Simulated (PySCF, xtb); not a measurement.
Al(Cl)2(SeH) (AlCl₂HSe), SMILES [SeH][Al]([Cl])[Cl]. One conformer was computed; it need not be the lowest.

Harmonic wavenumbers (cm⁻¹) from GFN2-xTB in xtb at its own minimum, in rising order: 93, 107, 188, 194, 305, 482, 535, 637, 2036.

### Question
What does B3LYP-D3(BJ)/def2-SVP (PySCF 2.14.0) give at its own minimum? (The exact figures need the calculation; the answer reports its results.)

### Answer
106, 131, 184, 242, 307, 550, 573, 648, 2408. Paired by order, the mean absolute difference is 64 cm⁻¹ and the zero-point energies are 6.5 and 7.4 kcal/mol.
